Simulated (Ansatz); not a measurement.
Cartesian coordinates in Å:
```
F 0.4207 -2.2273 1.2737
Al 0.5276 -1.2186 -0.0213
Si -0.4624 1.0003 0.0866
Cl 1.5351 -1.9503 -1.6979
H 0.1598 1.7748 1.1944
H -1.9218 0.8882 0.3545
H -0.2590 1.7329 -1.1901
```

Total charge 0; spin multiplicity 1.

Task: List the ωB97M-V/def2-TZVPP orbital energies in eV (Ansatz). (An estimate is asked.)

Result: Computed: Occupied: -2771.88, -1807.15, -1533.42, -676.90, -262.29, -199.73, -199.66, -199.64, -148.28, -117.95, -102.38, -102.38, -102.37, -77.60, -77.47, -77.43, -35.06, -25.56, -18.15, -15.98, -14.54, -14.48, -13.71, -12.50, -12.50, -11.99, -11.89, -10.48. Lowest empty: 0.04, 0.89, 1.48, 2.71, 2.95, 3.12, 3.73, 5.00.
